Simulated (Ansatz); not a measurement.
Start from `N[Si](N)(O)F` and change one element to get `N[Si](N)(O)Cl`.

Ansatz, PBE0-D4/def2-TZVP geometries, multiplicity 1. Each molecule was computed in one conformer, which needn't be the lowest.

```tsv
property	`N[Si](N)(O)F`
HOMO energy (ωB97M-V/def2-TZVPP) / eV	-10.10
HOMO–LUMO gap (PBE/def2-TZVPP) / eV	6.03
HOMO energy (PBE0/def2-TZVPP) / eV	-7.67
HOMO energy (PBE/def2-TZVPP) / eV	-6.13
size of the dipole moment (B3LYP/def2-TZVPP) / D	1.12
size of the dipole moment (ωB97M-V/def2-TZVPP) / D	1.10
```

Question: Give the same properties after the change, and the shifts. (An estimate is asked.)

Answer: Ansatz gave: 
```json
{"property": "HOMO energy (ωB97M-V/def2-TZVPP) / eV", "`N[Si](N)(O)Cl`": "-10.11", "shift": "-0.01"}
{"property": "HOMO–LUMO gap (PBE/def2-TZVPP) / eV", "`N[Si](N)(O)Cl`": "6.11", "shift": "0.08"}
{"property": "HOMO energy (PBE0/def2-TZVPP) / eV", "`N[Si](N)(O)Cl`": "-7.73", "shift": "-0.06"}
{"property": "HOMO energy (PBE/def2-TZVPP) / eV", "`N[Si](N)(O)Cl`": "-6.24", "shift": "-0.11"}
{"property": "size of the dipole moment (B3LYP/def2-TZVPP) / D", "`N[Si](N)(O)Cl`": "1.22", "shift": "0.10"}
{"property": "size of the dipole moment (ωB97M-V/def2-TZVPP) / D", "`N[Si](N)(O)Cl`": "1.21", "shift": "0.11"}
```

Dipoles are sizes alone; their direction can turn.

B3LYP here is the variant with VWN-RPA as its local correlation; programs differ in this.
